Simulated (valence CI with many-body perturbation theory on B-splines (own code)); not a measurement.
Results of a calculation; reference values are marked as such.
# Run record, Mn XII

The program does CI of the valence electrons with many-body perturbation theory for a frozen closed Dirac-Fock core.

Command, and the settings that its task file holds:

```sh
python run_cv.py task.json out
```

```
atom Mn  Z=25  mass_number=55  rms_radius_fm=3.7057
core [Ne]
valence 3s2 4p2
avg = 1
basis = S
breit = 1
cap = 10000
capref = 1200
cscale = 1
de = 0.0
dress = 0
eps = 2e-08
extrap = 1
h = 0.27
hh = 1
l2 = 3
lcore = 6
maxit = 60
n2 = 5
natural = 1
nlev = 20
nno = [3, 3, 3, 2, 1]
nroot = 26
nsp = [3, 3, 2, 1, 0]
pt2 = 1
qed = 1
rpa = 1
s1 = 1
s2 = 1
s3 = 1
screen = 1
tol = 2e-05
whole = 1
```

What became of the run, and why?

It gave no result: the start configuration must fill the lowest shells above the core. The program said: "4p is not the lowest shell of its kind above the core".
